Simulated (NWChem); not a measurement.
# SnSiH4, singlet; SMILES [SiH3][SnH]

```xyz
6

Sn    -0.0303     0.6907     0.0000
H      1.7506     0.6101     0.0000
Si    -0.0186    -1.9704     0.0000
H      0.7055    -2.4870     1.2096
H      0.7055    -2.4870    -1.2096
H     -1.3841    -2.5878     0.0000
```
Atoms are numbered in this order, from 1.

Program: NWChem. Low-valent species are run as closed-shell singlets; no triplet was tried in these runs. The geometry was optimised at PBE0/def2-SVP. Not confirmed as a minimum by frequencies. def2 effective core potentials on Sn; no spin-orbit coupling. Ions are spin-unrestricted doublets at the neutral geometry; other ion states weren't tried.

For level PBE/def2-SVP:

- −ε(HOMO) (eV) = 5.48

### Question
What are these values for level CAM-B3LYP/def2-SVP?

### Answer
- −ε(HOMO) (eV): 7.51
